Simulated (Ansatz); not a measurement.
The cluster Si₅Mo₂⁺, relaxed as a doublet with UKS r2SCAN-D4/def2-SVP in Ansatz, starting from the GFN1-xTB geometry. Force threshold 0.02 eV/Å.

In the def2 sets Mo takes a core potential; there is no spin–orbit coupling. The charge 1 doublet is spin-contaminated (final ⟨S²⟩ up to 1.15, 0.75 for a pure state). Another isomer (doublet) lies 0.34 eV lower at PBE0-D4/def2-TZVP; other spin states weren't run for this one.

Start:

```csv
atom,x (Å),y (Å),z (Å)
Mo1,1.1985,-0.9125,-1.8934
Mo2,2.0929,0.7652,-0.3634
Si3,-1.3672,-1.0513,2.0014
Si4,-0.2216,1.2264,-1.5531
Si5,-1.5246,0.9496,0.4673
Si6,-0.7436,-1.3306,-0.2807
Si7,0.5657,0.3532,1.6217
```

Estimate the energy that the relaxation releases and the steps that it takes.

158.5 kJ/mol, in 12 steps; 4.7 min on 4 threads of Arm Neoverse N1 on a shared host. No frequencies were taken in this run, so the end may be a saddle point.

Does the start keep its bonding and symmetry?

Bonds formed: Mo2–Si5, Mo2–Si6, Si4–Si6, Si6–Si7 (atoms count from 1).

Predict the relaxed structure.


Cartesian coordinates in Å:
```
Mo 1.313 -0.672 -1.887
Mo 1.543 0.808 -0.300
Si -1.656 -0.847 1.638
Si -0.744 0.688 -1.712
Si -0.859 1.280 0.570
Si -0.286 -1.253 -0.156
Si 0.689 -0.004 1.848
```
Bond lengths (bridged metal pairs left out): 7 × Si–Si 2.29 to 2.55 Å; 6 × Mo–Si 2.43 to 2.76 Å; 1 × Mo–Mo 2.18 Å.
